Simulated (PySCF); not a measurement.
This PySCF input asks for the NMR shieldings of SMILES CCC[Si@H](P)OCC, C₅H₁₅OPSi; the geometry comes from GFN2-xTB.

```python
import basis_set_exchange as bse
import numpy as np
from pyscf import gto, dft
from pyscf.prop import nmr

atoms = """
C     3.310194   -0.527479   -0.377625
C     2.602225    0.145023    0.790364
C     1.164413   -0.333711    0.956782
Si   -0.035731    0.336381   -0.351021
P    -0.564759    2.470861    0.148120
O    -1.363846   -0.574940   -0.159784
C    -2.667413   -0.242509   -0.549043
C    -3.659330   -1.170530    0.132140
H     2.810726   -0.300706   -1.314918
H     4.342456   -0.190205   -0.445178
H     3.310687   -1.606964   -0.243726
H     3.161315   -0.067770    1.705903
H     2.613027    1.229213    0.649300
H     0.801097   -0.018212    1.937671
H     1.144605   -1.422962    0.953365
H     0.430740    0.213653   -1.744270
H    -0.821963    2.864124   -1.154338
H     0.729413    2.946185    0.097025
H    -2.748916   -0.330783   -1.639305
H    -2.869516    0.803828   -0.278535
H    -4.672265   -0.918726   -0.169518
H    -3.573166   -1.076415    1.211131
H    -3.448745   -2.200371   -0.144462
"""
names = dict.fromkeys(["C", "Si", "P", "O", "H"], "pcSseg-1")
basis = {el: gto.basis.parse(bse.get_basis(n, elements=[el], fmt="nwchem")) for el, n in names.items()}
mol = gto.M(atom=atoms, basis=basis, charge=0, verbose=0)
mf = dft.RKS(mol, xc="PBE0")
mf.grids.level = 2
mf.grids.alignment = dft.numint.BLKSIZE   # the property module wants whole blocks of grid points
mf.conv_tol = 1e-9
mf.kernel()

calc = nmr.RKS(mf)   # GIAO
C = mf.mo_coeff
Co = C[:, mf.mo_occ > 0]
resp = mf.gen_response(singlet=True, hermi=2)
def vind(x):   # induced exchange potential for any number of trial vectors
    d = np.einsum("pi,xij,qj->xpq", C, 2 * x.reshape(-1, C.shape[1], Co.shape[1]), Co, optimize=True)
    return np.einsum("xpq,pi,qj->xij", resp(d - d.transpose(0, 2, 1)), C, Co, optimize=True).ravel()
mo1, _ = nmr.rhf.solve_mo1(calc, with_cphf=vind)
sigma = calc.kernel(mo1)
for i, s in enumerate(sigma):   # ppm
    w = np.linalg.eigvalsh((s + s.T) / 2)
    print("%2d %-2s iso %8.1f  s11 %8.1f  s22 %8.1f  s33 %8.1f" % (i, mol.atom_pure_symbol(i), w.mean(), *w))
```

**Question.** What are the results?

**Answer.** 
```
 0 C  iso    168.6  s11    154.5  s22    165.3  s33    186.0
 1 C  iso    167.4  s11    160.6  s22    168.1  s33    173.4
 2 C  iso    164.6  s11    151.4  s22    158.6  s33    183.9
 3 Si iso    346.2  s11    282.9  s22    343.7  s33    412.0
 4 P  iso    613.9  s11    563.5  s22    618.0  s33    660.2
 5 O  iso    292.0  s11    255.7  s22    301.2  s33    319.0
 6 C  iso    123.5  s11     94.3  s22    110.0  s33    166.4
 7 C  iso    166.5  s11    148.8  s22    164.5  s33    186.3
 8 H  iso     30.7  s11     25.7  s22     31.1  s33     35.4
 9 H  iso     30.6  s11     25.9  s22     27.5  s33     38.3
10 H  iso     30.9  s11     27.0  s22     28.8  s33     36.9
11 H  iso     30.1  s11     24.2  s22     28.8  s33     37.2
12 H  iso     30.6  s11     25.5  s22     31.2  s33     35.1
13 H  iso     30.5  s11     26.2  s22     29.6  s33     35.6
14 H  iso     30.7  s11     26.1  s22     30.6  s33     35.5
15 H  iso     25.7  s11     22.9  s22     24.1  s33     30.1
16 H  iso     30.6  s11     25.3  s22     27.4  s33     38.9
17 H  iso     30.9  s11     25.1  s22     29.0  s33     38.5
18 H  iso     27.9  s11     22.8  s22     27.7  s33     33.2
19 H  iso     28.0  s11     21.5  s22     30.6  s33     31.8
20 H  iso     30.8  s11     26.6  s22     27.7  s33     38.0
21 H  iso     30.3  s11     26.3  s22     29.3  s33     35.2
22 H  iso     30.2  s11     26.3  s22     28.5  s33     35.8
```

These numbers come from an equivalent density-fitted implementation of the same equations, which agrees with the script to about 0.01 ppm for H and up to a few tenths of a ppm for heavy atoms, so last digits may differ.

**Question.** Turn these shieldings into chemical shifts. Chemical shifts δ = σref − σ; 13C (186.93 ppm), 29Si (349.16 ppm), 1H (31.72 ppm) vs TMS; 31P (318.38 ppm) vs H3PO4; 17O (336.08 ppm) vs H2O, all at this level.

**Answer.** Averaging equivalent atoms: C 6: 63.4; C 2: 22.3; C 7: 20.4; C 1: 19.6; C 0: 18.3; Si 3: 2.9; P 4: -295.5; O 5: 44.1; H 15: 6.02; H 18: 3.78; H 19: 3.74; H 11: 1.66; H 20/21/22: 1.31; H 13: 1.26; H 12: 1.11; H 14: 1.02; H 16/17: 0.99; H 8/9/10: 0.99 ppm. Experimental scales use liquid or dissolved standards, which lie at an offset from isolated H2O (liquid H2O: subtract about 36 ppm) and H3PO4.

Size and cost of the density-fitted run: 225 basis functions, 48 s wall time on 1 thread of an Arm Neoverse V1, shared host; peak memory 0.96 GiB.
